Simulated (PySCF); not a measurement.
**input.py for InSn**

Input:

```python
from pyscf import gto, scf, mp

mol = gto.M(
    atom='In 0 0 0; Sn 0 0 2.822',
    basis='sbkjc',
    ecp={'In': 'sbkjc', 'Sn': 'sbkjc'},
    charge=0,
    spin=3,
    symmetry=True,
    verbose=3,
)
mf = scf.UHF(mol)
mf.kernel()
mp.MP2(mf).kernel()
mf.dip_moment()
print('orbital energies (hartree):', [e[max(0, n-3):n+3].round(4) for e, n in zip(mf.mo_energy, mol.nelec)])
```

```bash
$ OMP_NUM_THREADS=1 python input.py
```

The log:

```
converged SCF energy = -191.554506071677  <S^2> = 3.7681209  2S+1 = 4.0090502
E(UMP2) = -191.767807888254  E_corr = -0.213301816576183
E(SCS-UMP2) = -191.756562909959  E_corr = -0.202056838281501
Dipole moment(X, Y, Z, Debye):  0.00000,  0.00000, -3.13842
orbital energies (hartree): [array([-0.2619, -0.2499, -0.2499,  0.0281,  0.0281,  0.111 ]), array([-1.0319, -0.4732, -0.3328,  0.015 ,  0.015 ,  0.0196])]
```

In short: E(SCF) = -191.554506 Eh, E(MP2) − E(SCF) = -0.21330 Eh, ⟨S²⟩ = 3.768, μz(SCF) = -3.14 D.

Hardware: Arm Neoverse N1, 1 thread, shared host. Wall time 1.6 s.

The bond length is a typed value, not an optimised one. No search for the lowest solution was made.
